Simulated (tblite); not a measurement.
Parent: `[CH3:1][NH:2][Si:3]([NH2:4])([NH2:5])[N-:6][SiH3:7]` (charge -1) with C1–N2–Si3–N4 172°, N2–Si3–N4–H 178° and 60°, N2–Si3–N5–H -94° and 147°, N2–Si3–N6–Si7 41°, [CH11N4Si2]-.

The geometries are computed with GFN2-xTB (gas phase). One conformer each, not checked by frequencies here.

```json
{"coordinate of the parent": "C1–N2", "value": "1.434 Å"}
{"coordinate of the parent": "N2–Si3", "value": "1.764 Å"}
{"coordinate of the parent": "Si3–N4", "value": "1.766 Å"}
{"coordinate of the parent": "Si3–N5", "value": "1.770 Å"}
{"coordinate of the parent": "Si3–N6", "value": "1.682 Å"}
{"coordinate of the parent": "N6–Si7", "value": "1.664 Å"}
{"coordinate of the parent": "C1–N2–Si3", "value": "114.2°"}
{"coordinate of the parent": "N2–Si3–N4", "value": "102.1°"}
{"coordinate of the parent": "N2–Si3–N5", "value": "101.6°"}
{"coordinate of the parent": "N2–Si3–N6", "value": "119.0°"}
{"coordinate of the parent": "N4–Si3–N5", "value": "101.5°"}
{"coordinate of the parent": "N4–Si3–N6", "value": "113.1°"}
{"coordinate of the parent": "N5–Si3–N6", "value": "117.1°"}
{"coordinate of the parent": "Si3–N6–Si7", "value": "137.0°"}
```

Task: How does the shared frame change in `[CH3:1][NH:2][Si:3]([NH2:4])([NH2:5])[P-:6][SiH3:7]` (charge -1) with C1–N2–Si3–N4 -35°, N2–Si3–N4–H -89° and 151°, N2–Si3–N5–H 40° and 159°, N2–Si3–P6–Si7 -174°, [CH11N3PSi2]-? Atoms pair as C1 = C1, N2 = N2, Si3 = Si3, N4 = N5, N5 = N4 (parent first).

Result: 
| parent | relative | value in the relative | change |
| --- | --- | --- | --- |
| C1–N2 | C1–N2 | 1.434 Å | 0.000 |
| N2–Si3 | N2–Si3 | 1.740 Å | -0.024 |
| Si3–N4 | Si3–N5 | 1.763 Å | -0.003 |
| Si3–N5 | Si3–N4 | 1.768 Å | -0.002 |
| C1–N2–Si3 | C1–N2–Si3 | 117.9° | +3.7 |
| N2–Si3–N4 | N2–Si3–N5 | 102.3° | +0.2 |
| N2–Si3–N5 | N2–Si3–N4 | 108.9° | +7.3 |
| N4–Si3–N5 | N5–Si3–N4 | 99.7° | -1.8 |

Of the parent's bonds, N2–Si3 changes most (-0.024 Å). Bonds of the relative outside the shared frame: Si3–P6 2.183, P6–Si7 2.147 Å. Point group C1 → C1.

Task: How does the shared frame change in `[CH3:1][NH:2][Si:3]([NH2:4])([NH2:5])[N-:6][SiH2:7][CH3:8]` (charge -1) with C1–N2–Si3–N4 -166°, N2–Si3–N4–H -141° and 100°, N2–Si3–N5–H -163° and -44°, N2–Si3–N6–Si7 -59°, Si3–N6–Si7–C8 -64°, [C2H13N4Si2]-? Atoms pair as C1 = C1, N2 = N2, Si3 = Si3, N4 = N4, N5 = N5, N6 = N6, Si7 = Si7 (parent first).

Result: 
| parent | relative | value in the relative | change |
| --- | --- | --- | --- |
| C1–N2 | C1–N2 | 1.435 Å | +0.001 |
| N2–Si3 | N2–Si3 | 1.764 Å | 0.000 |
| Si3–N4 | Si3–N4 | 1.772 Å | +0.006 |
| Si3–N5 | Si3–N5 | 1.766 Å | -0.004 |
| Si3–N6 | Si3–N6 | 1.683 Å | +0.001 |
| N6–Si7 | N6–Si7 | 1.663 Å | -0.001 |
| C1–N2–Si3 | C1–N2–Si3 | 115.4° | +1.2 |
| N2–Si3–N4 | N2–Si3–N4 | 101.0° | -1.1 |
| N2–Si3–N5 | N2–Si3–N5 | 102.4° | +0.8 |
| N2–Si3–N6 | N2–Si3–N6 | 118.2° | -0.8 |
| N4–Si3–N5 | N4–Si3–N5 | 102.2° | +0.7 |
| N4–Si3–N6 | N4–Si3–N6 | 118.6° | +5.5 |
| N5–Si3–N6 | N5–Si3–N6 | 112.1° | -5.0 |
| Si3–N6–Si7 | Si3–N6–Si7 | 138.7° | +1.7 |

Of the parent's bonds, Si3–N4 changes most (+0.006 Å). Bonds of the relative outside the shared frame: Si7–C8 1.920 Å. Point group C1 → C1.

Task: How does the shared frame change in `[CH3:1][NH:2][Si@:3]([NH2:4])([PH2:5])[N-:6][SiH3:7]` (charge -1) with C1–N2–Si3–N4 170°, N2–Si3–N4–H 87° and -154°, N2–Si3–P5–H -97° and 172°, N2–Si3–N6–Si7 62°, [CH11N3PSi2]-? Atoms pair as C1 = C1, N2 = N2, Si3 = Si3, N4 = N4, N6 = N6, Si7 = Si7 (parent first).

Result: 
```
    parent    relative  value in the relative  change
     C1–N2       C1–N2                1.434 Å   0.000
    N2–Si3      N2–Si3                1.760 Å  -0.004
    Si3–N4      Si3–N4                1.760 Å  -0.006
    Si3–N6      Si3–N6                1.675 Å  -0.007
    N6–Si7      N6–Si7                1.676 Å  +0.012
 C1–N2–Si3   C1–N2–Si3                 115.0°    +0.8
 N2–Si3–N4   N2–Si3–N4                 101.5°    -0.6
 N2–Si3–N6   N2–Si3–N6                 120.1°    +1.1
 N4–Si3–N6   N4–Si3–N6                 113.5°    +0.4
Si3–N6–Si7  Si3–N6–Si7                 135.0°    -2.0
```

Of the parent's bonds, N6–Si7 changes most (+0.012 Å). Bonds of the relative outside the shared frame: Si3–P5 2.291 Å. Point group C1 → C1.

Task: How does the shared frame change in `[NH2:1][Si:2]([NH2:3])([NH2:4])[N-:5][SiH3:6]` (charge -1) with H–N1–Si2–N3 -99° and 143°, N1–Si2–N3–H 156° and 37°, N1–Si2–N4–H 139° and -102°, [H9N4Si2]-? Atoms pair as N2 = N1, Si3 = Si2, N4 = N4, N5 = N3, N6 = N5, Si7 = Si6 (parent first).

Result: 
| parent | relative | value in the relative | change |
| --- | --- | --- | --- |
| N2–Si3 | N1–Si2 | 1.773 Å | +0.009 |
| Si3–N4 | Si2–N4 | 1.767 Å | +0.001 |
| Si3–N5 | Si2–N3 | 1.773 Å | +0.003 |
| Si3–N6 | Si2–N5 | 1.683 Å | +0.001 |
| N6–Si7 | N5–Si6 | 1.663 Å | -0.001 |
| N2–Si3–N4 | N1–Si2–N4 | 102.4° | +0.3 |
| N2–Si3–N5 | N1–Si2–N3 | 101.1° | -0.5 |
| N2–Si3–N6 | N1–Si2–N5 | 118.7° | -0.3 |
| N4–Si3–N5 | N4–Si2–N3 | 102.7° | +1.2 |
| N4–Si3–N6 | N4–Si2–N5 | 111.6° | -1.5 |
| N5–Si3–N6 | N3–Si2–N5 | 118.1° | +1.0 |
| Si3–N6–Si7 | Si2–N5–Si6 | 135.4° | -1.6 |

Of the parent's bonds, N2–Si3 changes most (+0.009 Å).
